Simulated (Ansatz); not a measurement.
Reactions of C2H6FNOSi (`COC(=N)[SiH2]F`).

Program: Ansatz. Geometries: PBE0-D4/def2-TZVP. ΔE: electronic, gas phase. CCSD(T)/CBS is the MP2 limit (def2-TZVPP, def2-QZVPP) plus CCSD(T) − MP2 in def2-TZVPP, frozen cores. This one scheme is used for every species, atoms too. Functionals use def2-TZVPP. Open shells (•) are unrestricted, without spin–orbit coupling. Spin–orbit coupling would lower the free atoms: a little for C, F, O, Si. Elements past krypton have def2 core potentials. For Se, Sn outer-core shells are correlated without core-valence functions, so the limit isn't a true one: a few kJ/mol of doubt a bond, and 10 to 20 or more in all where bonds break to atoms. Scalar relativity is left out up to krypton. Each species was taken in one conformer, which may not be the lowest.

| reaction | CCSD(T)/CBS(def2) (eV) |
| --- | --- |
| `COC(=N)[SiH2]F` → 2 C• + F• + 6 H• + N• + O• + Si• | ? |
| `COC(=N)[SiH2]F` + H₂ → `COC=N` + `F[SiH3]` | -0.25 |
| `COC(=N)[SiH2]F` + H₂Se → `F[SiH2][SeH]` + `COC=N` | -0.77 |
| `COC(=N)[SiH2]F` + `C#CNC` → `C#CN(C)[SiH2]F` + `COC=N` | -0.83 |
| `COC(=N)[SiH2]F` + `OCO` → `OCO[SiH2]F` + `COC=N` | -1.17 |
| `COC(=N)[SiH2]F` → `FC1OCN1[SiH3]` | 2.03 |
| `COC(=N)[SiH2]F` + `[SeH][SnH3]` → `F[SiH2][SeH]` + `CO[C](=N)[SnH3]` | ? |

**Question.** Fill in the missing values. (Best estimate.)

**Answer.** The calculation gave: `COC(=N)[SiH2]F` → 2 C• + F• + 6 H• + N• + O• + Si•: +48.04 eV; `COC(=N)[SiH2]F` + `[SeH][SnH3]` → `F[SiH2][SeH]` + `CO[C](=N)[SnH3]`: +0.42 eV.

Largest T1 diagnostic: 0.014, for `CO[C](=N)[SnH3]`.
